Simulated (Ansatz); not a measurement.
C3H4Cl2Si, SMILES `C#C[Si](C)(Cl)Cl`. Charge 0, multiplicity 1.

```tsv
atom	x (Å)	y (Å)	z (Å)
C1	0.695	2.064	1.478
C2	0.637	1.015	0.888
Si3	0.501	-0.549	-0.020
C4	-1.086	-0.673	-0.951
Cl5	0.645	-2.080	1.328
Cl6	2.083	-0.675	-1.309
H7	0.751	2.991	2.003
H8	-1.159	0.142	-1.673
H9	-1.137	-1.624	-1.485
H10	-1.929	-0.610	-0.260
```

Q: List the harmonic frequencies (cm⁻¹, unscaled) at PBE0-D4/def2-TZVP in Ansatz. (An estimate is asked.)

A: The calculation gave: 105, 113, 165, 180, 189, 222, 343, 350, 471, 580, 651, 740, 740, 767, 807, 818, 1280, 1440, 1440, 2170, 3058, 3149, 3153, 3464.

Q: Is this a minimum?

A: Yes, all 24 modes are real.

Q: Give the ideal-gas thermochemistry at 298.15 K and 1 bar (rigid rotor, harmonic oscillator; point group Cs, symmetry number 1).

A: Zero-point energy 157.9 kJ/mol; H(298) − E = 182.2 kJ/mol; entropy 378.2 J/(mol·K), of which translation 170.4, rotation 121.0, vibration 86.8; G(298) − E = 69.5 kJ/mol.

Q: And at 400, 500, 600, 800 and 1000 K?

A: 
```
T (K)  H − E (kJ/mol)  S (J/mol/K)  G − E (kJ/mol)
  400           195.8        417.1            28.9
  500           210.6        450.1           -14.5
  600           226.5        479.1           -61.0
  800           260.8        528.4          -161.9
 1000           297.7        569.4          -271.8
```

Q: Rotational constants (cm⁻¹)?

A: 0.05725, 0.05439, 0.04126.
